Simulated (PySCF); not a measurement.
**Dipole moment and polarisability of `Clc1ccc([O][GeH3])cc1`**

C6H7ClGeO.
Cartesian coordinates in Å at the PBE0-D3(BJ)/def2-SVP level; atoms count from 1:
```
atom  x, y, z in Å
Cl1   -5.0845   -0.6855   -0.1545
C2    -3.4156   -0.2120   -0.1375
C3    -2.4199   -1.1837   -0.1563
C4    -1.0801   -0.8010   -0.1426
C5    -0.7238    0.5529   -0.1102
O6     0.5473    0.9919   -0.0963
Ge7    2.0198   -0.0459   -0.1037
C8    -1.7406    1.5185   -0.0913
C9    -3.0767    1.1418   -0.1048
H10   -2.6927   -2.2399   -0.1819
H11   -0.3096   -1.5766   -0.1581
H12    2.0225   -0.8916   -1.3886
H13    3.1502    0.9841   -0.0755
H14    2.0013   -0.9386    1.1489
H15   -1.4542    2.5714   -0.0656
H16   -3.8655    1.8959   -0.0899
```

Level: CAM-B3LYP/def2-SVPD (PySCF), static field, nuclei fixed, core orbitals frozen in the response. The polarisability tensor in these axes (au):

```
x   166.41   6.29   0.54
y     6.29 112.33   0.84
z     0.54   0.84  77.17
```

Task: What are the eigenvalues, a third of the trace, and Δα (Δα² = ½Σ(αi − αj)² over the three pairs)?

Result: Principal values 77.15, 111.62 and 167.13 au; mean 118.63 au = 17.58 Å³ = 19.56 × 10⁻⁴⁰ C²·m²/J; Δα = 78.64 au (66 % of the mean).

Task: What is the dipole moment, and where does it point?

Result: (3.18, -0.52, 0.01) D, 3.22 D in size, pointing from the negative to the positive side. Measured along this direction, the outermost atoms are Cl1 at the negative end and H13 at the positive end.

Task: Find the Langevin capture rate constant for NO+ (29.998 u) meeting this molecule (203.940 u), k = 2.342 × 10⁻⁹ cm³/s × √(α in Å³ / reduced mass in u).

Result: The reduced mass is 26.15 u, so k = 1.92 × 10⁻⁹ cm³/s. The formula leaves out the permanent dipole, which adds to the capture rate.

Task: What are the principal values of the traceless quadrupole moment, Θ = ½Σq(3rr − r²1), about the centre of nuclear charge?

Result: -5.31, -4.38, 9.69 D·Å. The values depend on the origin, since the dipole doesn't vanish. The electronic extent ⟨r²⟩ about the same centre is 2995 bohr², a root-mean-square distance of 2.90 Å for the 100 electrons.

Task: What depolarisation ratio follows for Rayleigh scattering of linearly polarised light, taking the static tensor?

Result: ρ = 3Δα²/(45ᾱ² + 4Δα²) = 18551.1/(633331 + 24734.8) = 0.0282.

The structure is a single PBE0-D3(BJ)/def2-SVP conformer in the gas phase; no vibrational or solvent corrections. The calculation is non-relativistic, for germanium too.
